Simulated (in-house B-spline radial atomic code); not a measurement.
**Response and correlation of the terbium ion Tb⁶³⁺**

Closed shell 1s2. Computed with an all-electron radial atomic-structure program (B-spline basis): Dirac-Hartree-Fock, relativistic RPA (time-dependent Dirac-Hartree-Fock) for the response and second-order many-body perturbation theory for correlation, no-pair Dirac-Coulomb Hamiltonian, finite nucleus.

Command:
```bash
python run_mb.py task.json out
```
Settings (nuclear radius in fm, box in bohr, cutoff in hartree):
```
basis_form          2
Z                   65
core_configuration  1s2
rms_radius          5.06
mass_number         159
speed_of_light      137.036
box_radius          1.615
lmax                7
intervals           55
virtual_cutoff      105625.0
```

Cost of the run: 0.2 s on 1 thread of Arm Neoverse V1, with other jobs on the host.

| multipole (bohr³, bohr⁵, bohr⁷) | uncoupled | coupled RPA |
| --- | --- | --- |
| dipole | 3.9723e-07 | 4.0069e-07 |
| quadrupole | 2.8936e-10 | 2.9133e-10 |
| octupole | 5.7212e-13 | ? |

What is the coupled octupole polarisability?

5.7493e-13 atomic units, +0 % against the uncoupled value.

Which subshells carry the dipole polarisability?

1s1/2 100.0 %.

What does the dipole shielding factor come to?

The dipole shielding factor is 0.031, against the exact N/Z = 2/65 = 0.031 of the non-relativistic theorem.

Dipole polarisability at imaginary frequency:

| u (Eh) | α(iu) (bohr³) |
| --- | --- |
| 0 | 4.007e-07 |
| 25.6 | 4.006e-07 |
| 76.8 | 4e-07 |
| 154 | 3.979e-07 |
| 256 | 3.93e-07 |
| 512 | 3.719e-07 |
| 1020 | 3.076e-07 |
| 2560 | 1.439e-07 |

What dispersion coefficients follow for two such ions (the dispersion part alone)?

C6 = (3/π)∫α(iu)²du = 2.288e-10 hartree·bohr⁶ and C8 = 9.516e-13 hartree·bohr⁸.

Lowest J = 1 odd-parity excitations:

```csv
energy (eV),oscillator strength,leading channel,weight
44879,0.221,1s1/2 → p1/2,0.999
45795,0.509,1s1/2 → p3/2,0.999
53343,0.0384,1s1/2 → p1/2,0.999
53615,0.102,1s1/2 → p3/2,0.999
```

Second-order correlation energy by the highest angular momentum of the excited pair (hartree): s -0.01823, p -0.02544, d -0.003508, f -0.0009494, g -0.0003603, h -0.0001673, i -8.566e-05, k -4.915e-05.

What is the second-order correlation energy at the partial-wave limit?

The listed waves sum to -0.04879 hartree; extrapolating the increments as (l + 1/2)⁻⁴ gives -0.04889 hartree, -0.665 eV per electron.
